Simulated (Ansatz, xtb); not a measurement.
Relative energy of two isomers of CH6GeOSSi

Structure a: `O=[CH][Ge@@H]([SiH3])[SH]`, a singlet. Structure b: `O=C[Si@@H](S)[GeH3]`, a singlet. Both are isolated molecules in the gas phase, relaxed with B3LYP/def2-SVP, each in the lowest conformer that the search found.

Estimate E(b) − E(a) at the level CCSD(T)/def2-SVP + ΔMP2/def2-TZVPP.

Calculated at CCSD(T)/def2-SVP + ΔMP2/def2-TZVPP: E(b) − E(a) = −0.053 eV, so structure b lies lower.

The same difference at several levels:

```csv
level,geometry,E(b) − E(a) (eV),departure from the last row (eV),"job, with rough time for the two"
B3LYP/def2-SVP,B3LYP/def2-SVP,−0.030,+0.023,"optimisation, 3.4 min"
HF/def2-SVP,B3LYP/def2-SVP,−0.077,−0.024,part of the CCSD(T) run
MP2/def2-SVP,B3LYP/def2-SVP,−0.098,−0.045,part of the CCSD(T) run
CCSD(T)/def2-SVP,B3LYP/def2-SVP,−0.092,−0.039,single point
CCSD(T)/def2-SVP + ΔMP2/def2-TZVPP,B3LYP/def2-SVP,−0.053,,"single point, 47 s"
```

As drawn, b has 1 C–Si, 1 S–Si, 2 Ge–H in place of 1 C–Ge, 1 Ge–S, 2 Si–H.

None of the levels shown reverses the order. The largest departure from CCSD(T)/def2-SVP + ΔMP2/def2-TZVPP is that of MP2/def2-SVP, 0.045 eV. A small imaginary or near-zero mode remains, so no thermal terms are given. Levels run at GFN2-xTB geometries aren't shown. The last row adds to CCSD(T) the change of the MP2 difference between the two basis sets, here +0.039 eV.

The correlated steps freeze 21 core orbitals; the filled d shell of Ge is correlated, in a basis made for valence electrons. Programs: Ansatz 0.2.0, xtb 6.7.1; the last row on 2 threads of Intel(R) Xeon(R) 6975P-C (Granite Rapids) on a shared host.
